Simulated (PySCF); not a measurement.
C2H6FGa, SMILES C[CH2][GaH][F]. Atoms are numbered in the order given.

```xyz
10

Ga    -0.3218    -0.4715     0.0000
H     -1.8703    -0.7785     0.0000
F      0.6632    -1.9580     0.0000
C      0.7339     1.1989     0.0000
C     -0.0760     2.4996     0.0000
H      1.4062     1.1339    -0.8834
H      1.4062     1.1339     0.8834
H     -0.7321     2.5821     0.8910
H     -0.7321     2.5821    -0.8910
H      0.5832     3.3935     0.0000
```

Geometry optimised at PBE-D3(BJ)/def2-SVP. The structure was generated by enumeration; whether it is a known compound was not checked. Other conformers were not sampled.

All values below come from CAM-B3LYP/def2-TZVP (PySCF).

Symmetry labels are those of the subgroup Cs that the program uses (full group Cs).

Problem. List the valence orbital energies around the gap with their symmetry. (Estimate from the structure and the level; the computed values follow.)

Solution. 
```tsv
orbital	symmetry	energy (eV)
HOMO−7	A"	-14.10
HOMO−6	A'	-13.37
HOMO−5	A'	-12.43
HOMO−4	A"	-12.03
HOMO−3	A'	-11.93
HOMO−2	A"	-11.45
HOMO−1	A'	-11.35
HOMO	A'	-9.32
LUMO	A"	-0.30
LUMO+1	A'	1.07
LUMO+2	A'	1.54
LUMO+3	A'	2.99
```
